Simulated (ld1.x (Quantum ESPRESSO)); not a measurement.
## Logarithmic derivatives: bismuth (Bi), TM semilocal

* Element: bismuth (Bi)
* Generator: ld1.x (Quantum ESPRESSO) 7.5
* Type: norm-conserving Troullier–Martins (semilocal form)
* Functional: LDA (PZ)
* Relativity: scalar-relativistic
* Frozen core: [Xe] 4f14 5d10
* Valence charge: 5
* Reference configuration: 6s1 6p4
* Partial waves: 6s (bound): rc 1.40 bohr; 6d channel at -0.05 Ry: rc 2.40 bohr; 6p (bound): rc 2.20 bohr
* Local potential: the p channel
* Core correction: Bessel-smoothed model core, default radius (core density twice the valence density)

The phase is arctan(r·u′/u) with u = r·R(r), unwrapped; energies in Ry, scanned from -3 to 5 Ry. A pole is an energy at which the radial function vanishes at the test radius. The pseudo phase is shifted by a multiple of π to meet the all-electron one at the reference energy, and phase errors are pseudo minus all-electron; the curves can meet again beyond the range given. Levels narrower than the energy grid can be missing from the lists of poles.

```csv
channel,radius (bohr),reference energy (Ry),"poles, all-electron","poles, pseudo",unbroken range about the reference energy with phases within 0.05 rad,phase error 1 Ry above the reference energy (rad)
s,2.59,-1.16,0.02,"-0.22, 0.78",below -0.2,-0.055
p,2.59,-0.40,1.82,1.70,below 3.2,-0.006
d,2.59,-0.05,"-2.00, 4.70",0.68,-1.3 to 0.3,-2.562
```

Phases in the d channel:

| E (Ry) | all-electron | pseudo |
| --- | --- | --- |
| -3.00 | 1.302 | -1.780 |
| -2.52 | 1.190 | -1.794 |
| -2.04 | -1.515 | -1.811 |
| -1.56 | -1.756 | -1.832 |
| -1.08 | -1.823 | -1.860 |
| -0.60 | -1.884 | -1.900 |
| -0.12 | -1.964 | -1.965 |
| 0.36 | -2.097 | -2.183 |
| 0.84 | -2.370 | -4.965 |
| 1.32 | -3.029 | -5.187 |
| 1.80 | -3.888 | -5.399 |
| 2.28 | -4.295 | -5.767 |
| 2.76 | -4.472 | -6.396 |
| 3.24 | -4.569 | -6.995 |
| 3.72 | -4.631 | -7.325 |
| 4.20 | -4.676 | -7.500 |
| 4.68 | -4.711 | -7.604 |
